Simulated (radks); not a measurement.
Values are calculated unless marked as measured or tabulated.
Problem. The platinum ion Pt4+, configuration [Xe] 4f14 5d6. Code: a radial shooting solver on a logarithmic mesh with Libxc functionals. Model: scalar-relativistic Kohn-Sham, PBE, spin-polarised, spherical densities, finite nucleus; open shells are filled with parallel spins first (spin-orbit coupling, left out, can overturn this in heavy ions); Fermi nuclear charge, rms radius 5.427 fm. Some entries of the table are withheld. Estimate them.

orbital  occ.  eigenvalue (Ry)  <1/r> (bohr^-1)
1s down     1        -5765.836            93.91
1s up       1        -5765.835            93.91
2s up       1        -1016.118            22.01
2s down     1        -1016.094            22.01
2p up       3        -881.4001            19.66
2p down     3        -881.3808            19.66
3s up       1        -241.5745            8.161
3s down     1        -241.5659            8.161
3p up       3        -202.3216            7.465
3p down     3        -202.3119            7.465
3d up       5        -159.6846            7.032
3d down     5        -159.6676            7.031
4s up       1        -54.87923            3.492
4s down     1        -54.85643            3.491
4p up       3        -41.99963            3.158
4p down     3        -41.97849            3.157
4d up       5        -26.33784            2.826
4d down     5        -26.31316            2.827
5s up       1        -11.27760            1.422
5s down     1        -11.10632            1.432
4f up       7              (1)            2.389
4f down     7              (2)            2.395
5p up       3         -7.88099            1.216
5p down     3         -7.66804            1.226
5d up       5         -3.97575              (3)
5d down     1         -3.73491              (4)

Solution. 
(1) 4f up eigenvalue (Ry): -8.93743
(2) 4f down eigenvalue (Ry): -8.89986
(3) 5d up <1/r> (bohr^-1): 0.9050
(4) 5d down <1/r> (bohr^-1): 0.9030
